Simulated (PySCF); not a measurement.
Isomers of CH6B2O. All species are isolated molecules in the gas phase. One relaxed conformer stands for each flexible species; it need not be the lowest. Strings in code marks are SMILES.

The S1–T1 gap (TDA) from two functionals at the same geometries (B3LYP-D3(BJ)/def2-TZVP), both in PySCF: PBE-D3(BJ)/def2-TZVP and B3LYP-D3(BJ)/def2-TZVP. B3LYP has the VWN-RPA correlation part, as in Gaussian. Excitations are Tamm–Dancoff values on a coarser integration grid. The basis has no diffuse functions, so Rydberg states are missing or too high.

```json
[
 {"species": "`C(B)BO`", "PBE-D3(BJ)/def2-TZVP (eV)": "0.68"},
 {"species": "`OBBC` (C–B–B–O torsion -95°, B–B–O–H torsion 0°)", "PBE-D3(BJ)/def2-TZVP (eV)": "0.73"},
 {"species": "`BC(B)O`", "PBE-D3(BJ)/def2-TZVP (eV)": "0.50"},
 {"species": "`C(BB)O`", "PBE-D3(BJ)/def2-TZVP (eV)": "0.17"}
]
```

**Question.** What does B3LYP-D3(BJ)/def2-TZVP give for each?

**Answer.** 
- `C(B)BO`: 0.66
- `OBBC` (C–B–B–O torsion -95°, B–B–O–H torsion 0°): 0.70
- `BC(B)O`: 0.49
- `C(BB)O`: 0.44
Over these rows, drawn at random from the members with no instability flagged (it was tested for open shells, ions and some series alone), PBE minus B3LYP-D3(BJ): mean -0.05 eV, from -0.27 eV to +0.03 eV.
